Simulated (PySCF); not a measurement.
HGa, triplet, at a GFN2-xTB geometry (such geometries of metal compounds can be far from the true shape) (the spin is typed, not shown lowest). Base run: PBE/def2-TZVP in PySCF.

Here is a job for PySCF.
```python
from pyscf import gto, scf, dft

mol = gto.Mole()
mol.atom = '''
    Ga   -0.000000   -0.000000   -0.053767
    H     0.000000    0.000000    1.666791
'''
mol.basis = 'def2-tzvp'
mol.charge = 0
mol.spin = 2
mol.verbose = 4
mol.build()

mf = dft.UKS(mol)
mf.xc = 'pbe'
mf.kernel()
```

Variants of this job, named by their change:

```csv
change,basis functions,E (Eh),HOMO (eV),dipole (D)
base,54,-1925.04398,-3.22,0.18
basis = x2c-SVPall; relativity = spin-free X2C,37,-1943.74321,-3.15,0.03
basis = x2c-TZVPall; relativity = spin-free X2C; nucleus = Gaussian (with mol.nucmod = 'G'),54,-1944.07356,-3.17,0.13
basis = ANO-RCC-VDZP; relativity = spin-free X2C,32,-1944.08467,-3.05,0.19
basis = x2c-TZVPall; relativity = spin-free X2C,54,-1944.08290,-3.17,0.13
basis = ANO-RCC-VDZP; relativity = none,32,-1914.02153,-3.19,0.27
basis = ANO-RCC-VDZP; relativity = spin-free X2C; nucleus = Gaussian (with mol.nucmod = 'G'),32,-1944.07366,-3.05,0.19
basis = x2c-SVPall; relativity = spin-free X2C; nucleus = Gaussian (with mol.nucmod = 'G'),37,-1943.73460,-3.15,0.03
basis = x2c-SVPall; relativity = none,37,-1917.75761,-3.27,0.13
basis = x2c-TZVPall; relativity = none,54,-1917.13869,-3.25,0.22
```

Absolute energies of different levels of theory aren't comparable as measures of quality.

Open shells are given as the SCF converged; they aren't shown to be the lowest states, and a large step between rows can be another state.

Basis sets contracted for a relativistic Hamiltonian are a mismatch without it, so the rows without relativity aren't non-relativistic limits. No row has spin-orbit coupling; sets with core potentials leave out the core electrons.
